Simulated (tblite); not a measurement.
A geometry optimisation, step by step.

C5H3ClFSe (doublet state).
Bonds: F1–C2, C2–C3, C3–C4 (aromatic), C4–C5 (aromatic), C5–C6 (aromatic), C6–Cl7, C6–Se8 (aromatic), C3–Se8 (aromatic). Hydrogens: H9 on C2; H10 on C4; H11 on C5.
Bond orders are those of one Lewis drawing.

Computed with GFN2-xTB (tblite), gas phase: L-BFGS steps from a force-field or distance-geometry start until the largest atomic force falls under 0.01 eV/Å. 12 of its 41 geometries are shown.

Step 0: E = -668.0795 eV, largest atomic force 4.625 eV/Å
```
atom  x, y, z in Å  |  force x, y, z in eV/Å
F1     -2.732    1.028    0.905   -0.569   0.391  -1.258
C2     -2.286    0.564   -0.333    2.805  -1.335   2.917
C3     -0.788    0.431   -0.152   -1.461   2.428  -0.564
C4     -0.065   -0.692   -0.227   -3.139  -2.846  -1.135
C5      1.261   -0.681   -0.043    4.233  -1.853   0.196
C6      1.913    0.486    0.185   -0.140   1.328   0.212
Cl7     3.655    0.696    0.428   -1.678  -0.071  -0.214
Se8     0.559    1.916    0.216   -0.278  -1.399  -0.172
H9     -2.770   -0.432   -0.485    0.194   1.041  -0.350
H10    -0.605   -1.679   -0.413    0.748   1.270   0.221
H11     1.864   -1.634   -0.106   -0.715   1.046   0.146
```

Step 4: E = -669.3224 eV, largest atomic force 0.877 eV/Å
```
atom  x, y, z in Å  |  force x, y, z in eV/Å
F1     -2.814    1.119    0.827    0.054   0.688  -0.310
C2     -2.115    0.445   -0.103   -0.267  -0.048   0.305
C3     -0.739    0.471   -0.178   -0.251  -0.389   0.600
C4     -0.058   -0.741   -0.284   -0.128  -0.548  -0.452
C5      1.299   -0.718   -0.067    0.378  -0.427  -0.245
C6      1.852    0.511    0.187   -0.210  -0.256  -0.072
Cl7     3.520    0.716    0.415    0.024   0.348   0.080
Se8     0.517    1.824    0.206    0.012   0.848   0.224
H9     -2.733   -0.340   -0.521    0.255  -0.048  -0.035
H10    -0.596   -1.659   -0.413   -0.068  -0.139  -0.123
H11     1.872   -1.626   -0.095    0.201  -0.028   0.027
```

Step 7: E = -669.5228 eV, largest atomic force 0.638 eV/Å
```
atom  x, y, z in Å  |  force x, y, z in eV/Å
F1     -2.832    1.244    0.749    0.220   0.351  -0.272
C2     -2.092    0.396    0.023   -0.006   0.194  -0.264
C3     -0.734    0.424   -0.108   -0.140  -0.051   0.325
C4     -0.045   -0.787   -0.348   -0.123   0.109   0.263
C5      1.313   -0.758   -0.113   -0.124   0.147  -0.111
C6      1.809    0.492    0.178    0.208   0.121  -0.027
Cl7     3.468    0.772    0.422    0.012   0.215   0.068
Se8     0.500    1.865    0.230   -0.028  -0.622   0.139
H9     -2.687   -0.310   -0.532   -0.150  -0.248   0.252
H10    -0.612   -1.690   -0.436   -0.021  -0.222  -0.219
H11     1.917   -1.645   -0.091    0.152   0.006  -0.154
```

Step 11: E = -669.6933 eV, largest atomic force 0.618 eV/Å
```
atom  x, y, z in Å  |  force x, y, z in eV/Å
F1     -2.783    1.435    0.614    0.124  -0.284  -0.480
C2     -2.113    0.426    0.013   -0.237   0.090   0.091
C3     -0.761    0.354    0.025    0.315  -0.166  -0.505
C4     -0.065   -0.831   -0.316    0.230  -0.305   0.270
C5      1.317   -0.767   -0.163    0.159  -0.170   0.267
C6      1.821    0.481    0.157   -0.184  -0.167  -0.041
Cl7     3.455    0.872    0.447   -0.118  -0.081  -0.064
Se8     0.479    1.777    0.304   -0.194   0.199   0.325
H9     -2.704   -0.361   -0.453   -0.171   0.360   0.447
H10    -0.613   -1.750   -0.511    0.304   0.328   0.040
H11     1.971   -1.634   -0.143   -0.229   0.196  -0.351
```

Step 15: E = -669.8431 eV, largest atomic force 0.422 eV/Å
```
atom  x, y, z in Å  |  force x, y, z in eV/Å
F1     -2.728    1.567    0.406    0.347  -0.171  -0.169
C2     -2.104    0.436    0.019   -0.063  -0.010   0.039
C3     -0.756    0.288    0.031   -0.160   0.290   0.101
C4     -0.037   -0.899   -0.234   -0.133   0.230  -0.280
C5      1.337   -0.789   -0.148    0.017   0.080   0.060
C6      1.798    0.473    0.148   -0.026   0.211   0.325
Cl7     3.408    0.934    0.449    0.062  -0.110  -0.103
Se8     0.423    1.722    0.441    0.057   0.058   0.032
H9     -2.777   -0.340   -0.293   -0.239  -0.116   0.031
H10    -0.559   -1.768   -0.571   -0.025  -0.307   0.090
H11     2.000   -1.620   -0.274    0.164  -0.155  -0.126
```

Step 18: E = -669.8768 eV, largest atomic force 0.314 eV/Å
```
atom  x, y, z in Å  |  force x, y, z in eV/Å
F1     -2.692    1.590    0.351    0.072   0.007  -0.045
C2     -2.111    0.426    0.016   -0.011   0.053   0.028
C3     -0.763    0.289    0.038    0.061  -0.162  -0.050
C4     -0.039   -0.896   -0.245    0.071   0.003  -0.143
C5      1.342   -0.789   -0.140   -0.088   0.093  -0.081
C6      1.789    0.481    0.177    0.022  -0.171   0.176
Cl7     3.407    0.935    0.439    0.042  -0.063  -0.059
Se8     0.415    1.726    0.474   -0.048  -0.110  -0.038
H9     -2.813   -0.343   -0.254   -0.070  -0.052   0.014
H10    -0.546   -1.793   -0.570    0.091   0.123   0.163
H11     2.014   -1.623   -0.312   -0.141   0.278   0.034
```

Step 22: E = -669.8945 eV, largest atomic force 0.089 eV/Å
```
atom  x, y, z in Å  |  force x, y, z in eV/Å
F1     -2.661    1.611    0.310   -0.013  -0.008   0.007
C2     -2.116    0.419    0.012    0.002   0.040   0.009
C3     -0.768    0.274    0.032   -0.031   0.004  -0.015
C4     -0.034   -0.895   -0.262   -0.010  -0.021   0.035
C5      1.339   -0.777   -0.146    0.014   0.036  -0.040
C6      1.788    0.474    0.220   -0.013   0.045   0.029
Cl7     3.413    0.926    0.425    0.021  -0.032   0.001
Se8     0.402    1.712    0.493   -0.041  -0.014  -0.012
H9     -2.841   -0.345   -0.221    0.034   0.043  -0.001
H10    -0.529   -1.801   -0.553   -0.034  -0.082  -0.009
H11     2.011   -1.595   -0.336    0.072  -0.010  -0.004
```

Step 25: E = -669.8958 eV, largest atomic force 0.042 eV/Å
```
atom  x, y, z in Å  |  force x, y, z in eV/Å
F1     -2.660    1.615    0.305    0.000   0.019   0.021
C2     -2.116    0.422    0.014    0.011  -0.005  -0.013
C3     -0.770    0.270    0.031    0.019   0.004   0.007
C4     -0.034   -0.899   -0.260   -0.005  -0.011  -0.003
C5      1.341   -0.774   -0.151   -0.011  -0.014   0.012
C6      1.786    0.476    0.225   -0.012  -0.008  -0.020
Cl7     3.414    0.923    0.425   -0.009  -0.019   0.004
Se8     0.397    1.709    0.495    0.000   0.014  -0.002
H9     -2.839   -0.341   -0.218   -0.029  -0.004  -0.016
H10    -0.530   -1.808   -0.552    0.015  -0.011   0.015
H11     2.017   -1.591   -0.339    0.022   0.036  -0.005
```

Step 29: E = -669.8964 eV, largest atomic force 0.027 eV/Å
```
atom  x, y, z in Å  |  force x, y, z in eV/Å
F1     -2.660    1.614    0.314    0.019  -0.007   0.001
C2     -2.116    0.423    0.011   -0.016  -0.002   0.004
C3     -0.769    0.271    0.029   -0.021  -0.017   0.002
C4     -0.035   -0.901   -0.261    0.008   0.006   0.002
C5      1.339   -0.774   -0.151    0.010   0.001   0.004
C6      1.783    0.477    0.224    0.001   0.012  -0.012
Cl7     3.414    0.914    0.425   -0.011   0.002   0.006
Se8     0.395    1.712    0.491    0.002  -0.014  -0.003
H9     -2.842   -0.338   -0.224    0.005   0.018  -0.008
H10    -0.528   -1.813   -0.546    0.005   0.007   0.010
H11     2.025   -1.582   -0.339   -0.003  -0.006  -0.007
```

Step 33: E = -669.8966 eV, largest atomic force 0.021 eV/Å
```
atom  x, y, z in Å  |  force x, y, z in eV/Å
F1     -2.655    1.618    0.312    0.006   0.000   0.005
C2     -2.117    0.423    0.011    0.011  -0.003   0.002
C3     -0.771    0.266    0.032    0.019   0.006   0.000
C4     -0.034   -0.903   -0.259   -0.004  -0.008   0.004
C5      1.340   -0.774   -0.151   -0.005   0.001  -0.013
C6      1.782    0.478    0.220    0.005  -0.007   0.003
Cl7     3.412    0.915    0.427    0.011   0.014   0.004
Se8     0.393    1.710    0.492   -0.012   0.010   0.001
H9     -2.845   -0.335   -0.225   -0.019   0.001  -0.010
H10    -0.526   -1.815   -0.544   -0.001  -0.011   0.004
H11     2.027   -1.581   -0.342   -0.011  -0.003   0.001
```

Step 36: E = -669.8967 eV, largest atomic force 0.015 eV/Å
```
atom  x, y, z in Å  |  force x, y, z in eV/Å
F1     -2.651    1.618    0.315   -0.003   0.008   0.009
C2     -2.117    0.422    0.013    0.003  -0.008  -0.012
C3     -0.771    0.264    0.033   -0.007  -0.004  -0.010
C4     -0.034   -0.904   -0.259    0.001  -0.009   0.005
C5      1.341   -0.773   -0.153    0.000  -0.001  -0.002
C6      1.782    0.479    0.218    0.001  -0.001   0.007
Cl7     3.412    0.916    0.429   -0.004   0.010  -0.002
Se8     0.391    1.709    0.491    0.013   0.003   0.004
H9     -2.849   -0.331   -0.230    0.002   0.005   0.001
H10    -0.525   -1.818   -0.540    0.001  -0.005   0.001
H11     2.028   -1.580   -0.343   -0.007   0.000  -0.002
```

Step 40: E = -669.8968 eV, largest atomic force 0.010 eV/Å
```
atom  x, y, z in Å  |  force x, y, z in eV/Å
F1     -2.649    1.619    0.317    0.001  -0.002   0.001
C2     -2.117    0.422    0.011    0.000   0.010   0.002
C3     -0.772    0.263    0.032    0.005   0.004   0.001
C4     -0.033   -0.906   -0.258   -0.001   0.003  -0.007
C5      1.341   -0.773   -0.153    0.000  -0.005   0.004
C6      1.782    0.479    0.219   -0.002  -0.006   0.002
Cl7     3.411    0.919    0.430   -0.002   0.005  -0.004
Se8     0.391    1.709    0.492   -0.008  -0.004   0.000
H9     -2.851   -0.329   -0.231    0.001   0.000  -0.002
H10    -0.524   -1.820   -0.539    0.003  -0.002   0.002
H11     2.027   -1.580   -0.344    0.005  -0.002   0.000
```

Question: Summarise the path.

Answer: The energy falls by 175.34 kJ/mol from step 0 to step 40; nine tenths of that is first reached at step 12. It falls at every step. The largest force goes from 4.625 to 0.010 eV/Å. Among the bonds C2–C3 changes most, from 1.515 to 1.355 Å; the atoms move by 0.368 Å rms after alignment.

Question: Follow the three bonds and two angles with the largest change from start to end.

Answer: 
```json
{"step": "0", "E above end (kJ/mol)": "175.34", "largest force (eV/Å)": "4.625", "C2–C3 (Å)": "1.515", "C3–Se8 (Å)": "2.038", "C6–Se8 (Å)": "1.969", "F1–C2–C3 (°)": "103.8", "C3–C2–H9 (°)": "111.5"}
{"step": "2", "E above end (kJ/mol)": "98.17", "largest force (eV/Å)": "1.815", "C2–C3 (Å)": "1.418", "C3–Se8 (Å)": "1.986", "C6–Se8 (Å)": "1.924", "F1–C2–C3 (°)": "111.2", "C3–C2–H9 (°)": "118.3"}
{"step": "3", "E above end (kJ/mol)": "62.95", "largest force (eV/Å)": "0.832", "C2–C3 (Å)": "1.376", "C3–Se8 (Å)": "1.903", "C6–Se8 (Å)": "1.878", "F1–C2–C3 (°)": "120.7", "C3–C2–H9 (°)": "123.9"}
{"step": "5", "E above end (kJ/mol)": "45.84", "largest force (eV/Å)": "0.871", "C2–C3 (Å)": "1.372", "C3–Se8 (Å)": "1.888", "C6–Se8 (Å)": "1.878", "F1–C2–C3 (°)": "126.1", "C3–C2–H9 (°)": "123.4"}
{"step": "7", "E above end (kJ/mol)": "36.08", "largest force (eV/Å)": "0.638", "C2–C3 (Å)": "1.365", "C3–Se8 (Å)": "1.927", "C6–Se8 (Å)": "1.897", "F1–C2–C3 (°)": "126.1", "C3–C2–H9 (°)": "120.9"}
{"step": "9", "E above end (kJ/mol)": "28.50", "largest force (eV/Å)": "0.703", "C2–C3 (Å)": "1.352", "C3–Se8 (Å)": "1.941", "C6–Se8 (Å)": "1.895", "F1–C2–C3 (°)": "123.9", "C3–C2–H9 (°)": "120.3"}
{"step": "10", "E above end (kJ/mol)": "23.78", "largest force (eV/Å)": "0.610", "C2–C3 (Å)": "1.359", "C3–Se8 (Å)": "1.929", "C6–Se8 (Å)": "1.884", "F1–C2–C3 (°)": "122.3", "C3–C2–H9 (°)": "120.0"}
{"step": "12", "E above end (kJ/mol)": "15.59", "largest force (eV/Å)": "0.684", "C2–C3 (Å)": "1.360", "C3–Se8 (Å)": "1.889", "C6–Se8 (Å)": "1.865", "F1–C2–C3 (°)": "122.2", "C3–C2–H9 (°)": "120.7"}
{"step": "14", "E above end (kJ/mol)": "8.28", "largest force (eV/Å)": "0.592", "C2–C3 (Å)": "1.360", "C3–Se8 (Å)": "1.891", "C6–Se8 (Å)": "1.873", "F1–C2–C3 (°)": "123.4", "C3–C2–H9 (°)": "122.1"}
{"step": "16", "E above end (kJ/mol)": "3.76", "largest force (eV/Å)": "0.386", "C2–C3 (Å)": "1.355", "C3–Se8 (Å)": "1.910", "C6–Se8 (Å)": "1.882", "F1–C2–C3 (°)": "122.7", "C3–C2–H9 (°)": "124.1"}
{"step": "17", "E above end (kJ/mol)": "2.86", "largest force (eV/Å)": "0.288", "C2–C3 (Å)": "1.354", "C3–Se8 (Å)": "1.911", "C6–Se8 (Å)": "1.881", "F1–C2–C3 (°)": "121.8", "C3–C2–H9 (°)": "124.9"}
{"step": "19", "E above end (kJ/mol)": "1.07", "largest force (eV/Å)": "0.248", "C2–C3 (Å)": "1.355", "C3–Se8 (Å)": "1.906", "C6–Se8 (Å)": "1.876", "F1–C2–C3 (°)": "120.1", "C3–C2–H9 (°)": "126.2"}
{"step": "21", "E above end (kJ/mol)": "0.32", "largest force (eV/Å)": "0.121", "C2–C3 (Å)": "1.356", "C3–Se8 (Å)": "1.909", "C6–Se8 (Å)": "1.877", "F1–C2–C3 (°)": "119.6", "C3–C2–H9 (°)": "126.7"}
{"step": "23", "E above end (kJ/mol)": "0.16", "largest force (eV/Å)": "0.072", "C2–C3 (Å)": "1.355", "C3–Se8 (Å)": "1.911", "C6–Se8 (Å)": "1.878", "F1–C2–C3 (°)": "119.8", "C3–C2–H9 (°)": "126.4"}
{"step": "24", "E above end (kJ/mol)": "0.12", "largest force (eV/Å)": "0.048", "C2–C3 (Å)": "1.355", "C3–Se8 (Å)": "1.911", "C6–Se8 (Å)": "1.877", "F1–C2–C3 (°)": "119.9", "C3–C2–H9 (°)": "126.3"}
{"step": "26", "E above end (kJ/mol)": "0.09", "largest force (eV/Å)": "0.039", "C2–C3 (Å)": "1.355", "C3–Se8 (Å)": "1.909", "C6–Se8 (Å)": "1.877", "F1–C2–C3 (°)": "120.0", "C3–C2–H9 (°)": "126.2"}
{"step": "28", "E above end (kJ/mol)": "0.05", "largest force (eV/Å)": "0.036", "C2–C3 (Å)": "1.355", "C3–Se8 (Å)": "1.909", "C6–Se8 (Å)": "1.877", "F1–C2–C3 (°)": "120.0", "C3–C2–H9 (°)": "126.3"}
{"step": "30", "E above end (kJ/mol)": "0.03", "largest force (eV/Å)": "0.020", "C2–C3 (Å)": "1.355", "C3–Se8 (Å)": "1.911", "C6–Se8 (Å)": "1.877", "F1–C2–C3 (°)": "119.9", "C3–C2–H9 (°)": "126.4"}
{"step": "31", "E above end (kJ/mol)": "0.03", "largest force (eV/Å)": "0.018", "C2–C3 (Å)": "1.355", "C3–Se8 (Å)": "1.911", "C6–Se8 (Å)": "1.877", "F1–C2–C3 (°)": "119.9", "C3–C2–H9 (°)": "126.4"}
{"step": "33", "E above end (kJ/mol)": "0.02", "largest force (eV/Å)": "0.021", "C2–C3 (Å)": "1.355", "C3–Se8 (Å)": "1.911", "C6–Se8 (Å)": "1.876", "F1–C2–C3 (°)": "119.8", "C3–C2–H9 (°)": "126.4"}
{"step": "35", "E above end (kJ/mol)": "0.01", "largest force (eV/Å)": "0.018", "C2–C3 (Å)": "1.355", "C3–Se8 (Å)": "1.910", "C6–Se8 (Å)": "1.876", "F1–C2–C3 (°)": "119.7", "C3–C2–H9 (°)": "126.5"}
{"step": "37", "E above end (kJ/mol)": "0.00", "largest force (eV/Å)": "0.013", "C2–C3 (Å)": "1.355", "C3–Se8 (Å)": "1.910", "C6–Se8 (Å)": "1.877", "F1–C2–C3 (°)": "119.6", "C3–C2–H9 (°)": "126.7"}
{"step": "38", "E above end (kJ/mol)": "0.00", "largest force (eV/Å)": "0.011", "C2–C3 (Å)": "1.355", "C3–Se8 (Å)": "1.911", "C6–Se8 (Å)": "1.877", "F1–C2–C3 (°)": "119.6", "C3–C2–H9 (°)": "126.7"}
{"step": "40", "E above end (kJ/mol)": "0.00", "largest force (eV/Å)": "0.010", "C2–C3 (Å)": "1.355", "C3–Se8 (Å)": "1.911", "C6–Se8 (Å)": "1.876", "F1–C2–C3 (°)": "119.6", "C3–C2–H9 (°)": "126.7"}
```

What follows is the cost of the whole relaxation. Hardware: Arm Neoverse V2, one thread, on a shared host. Cost: 0.24 s of wall time.
